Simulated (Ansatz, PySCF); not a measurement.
Al(Cl)(F)(OSiH3) (AlClFH3OSi), SMILES [F][Al]([Cl])[O][SiH3].

The structure is a stationary point at B3LYP-D3(BJ)/def2-SVP. The structure was generated by enumeration; whether it is a known compound was not checked. One conformer was computed; it need not be the lowest.

Vertical ionisation energy (IE) and electron affinity (EA) in eV. Rows of orbital energies are one-electron estimates. Where ΔSCF, EOM or ADC give a negative EA the extra electron is unbound and the value depends on the basis.

```
level                                                                   IE    EA
-------------------------------------------------------------------  -----  ----
−ε(HOMO), −ε(LUMO), M06-2X/def2-TZVP (PySCF)                         10.48  0.68
−ε(HOMO), −ε(LUMO), PBE/def2-TZVP (PySCF)                             7.63  2.12
ΔSCF, PBE0/def2-SVPD (Ansatz), final states of multiplicity 2 and 2  11.11  0.10
ΔSCF, PBE/def2-SVPD (Ansatz), final states of multiplicity 2 and 2   10.50  0.28
```

Question: What vertical singlet–triplet gap does ΔSCF give with PBE0/def2-SVPD (Ansatz, an electronic-structure program) and with PBE/def2-SVPD (Ansatz)? (An estimate is asked for; the answer gives what the named calculation found.)

Answer: 6.37 and 5.60 eV (triplet above singlet where positive).
